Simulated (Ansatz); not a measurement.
Consider the redistribution: `CCB(F)F` + `N[Si](O)(O)F` → `OB(F)F` + `CC[Si](N)(O)F`.

Gas-phase electronic energies from Ansatz, PBE0-D4/def2-TZVP geometries. CCSD(T)/CBS is the MP2 limit (def2-TZVPP, def2-QZVPP) plus CCSD(T) − MP2 in def2-TZVPP, frozen cores. This one scheme is used for every species. Functionals use def2-TZVPP. One conformer a species, not always the lowest.

`CCB(F)F`:

Z-matrix (Å, degrees):
```
C
C 1 1.523
H 1 1.092 2 111.4
H 1 1.092 2 111.4 3 120.3
H 1 1.092 2 111.3 3 -119.4
B 2 1.558 1 115.9 3 59.9
H 2 1.098 1 111.0 3 -62.7
H 2 1.098 1 110.9 3 -177.7
F 6 1.324 2 121.4 1 -179.3
F 6 1.323 2 122.8 1 0.8
```

`N[Si](O)(O)F`:

Cartesian coordinates in Å:
```
N -0.296 -1.127 -0.747
Si 0.024 0.118 0.345
O -0.945 1.348 -0.105
O 1.618 0.452 0.386
F -0.292 -0.208 1.873
H 0.263 -1.962 -0.771
H -1.227 -1.280 -1.095
H -1.171 1.994 0.566
H 2.027 0.666 -0.453
```

`OB(F)F`:

```xyz
5

O    -0.474   -0.866   -0.243
B     0.001    0.293    0.247
F    -0.572    0.834    1.303
F     1.037    0.920   -0.297
H     0.007   -1.182   -1.011
```

`CC[Si](N)(O)F`:

Cartesian coordinates in Å:
```
C 1.363 -0.509 1.241
C 0.861 0.637 0.366
Si -0.843 0.372 -0.310
N -1.119 -1.010 -1.270
O -1.211 1.726 -1.149
F -1.839 0.163 0.927
H 0.715 -0.659 2.109
H 1.390 -1.451 0.687
H 2.372 -0.318 1.613
H 1.538 0.799 -0.481
H 0.858 1.578 0.927
H -0.647 -1.156 -2.147
H -1.416 -1.876 -0.854
H -2.022 1.703 -1.660
```

```
        species  PBE-D4 energy (Eh)
      `CCB(F)F`          -303.68046
 `N[Si](O)(O)F`          -596.84961
       `OB(F)F`          -300.37002
`CC[Si](N)(O)F`          -600.16375
```

(1) Work out ΔE.

Largest T1 diagnostic among the species: 0.012.

## Answers

(1) ΔE = (-300.37002) + (-600.16375) − (-303.68046) − (-596.84961) = -0.00370 Eh = -2.3 kcal/mol. CCSD(T)/CBS gives -0.4 kcal/mol.

In def2-TZVPP, CCSD(T) changes the Hartree–Fock value by −1.7 kcal/mol (the triples alone add −0.3 kcal/mol) and MP2 by −1.7 kcal/mol. The D4 term adds −1.1 kcal/mol with B3LYP and −0.7 kcal/mol with PBE0; it sums over pairs of atoms, weighted by their polarisabilities, and B3LYP, whose exchange is more repulsive, gets the larger term.

B3LYP here is the variant with VWN-RPA as its local correlation; programs differ in this.
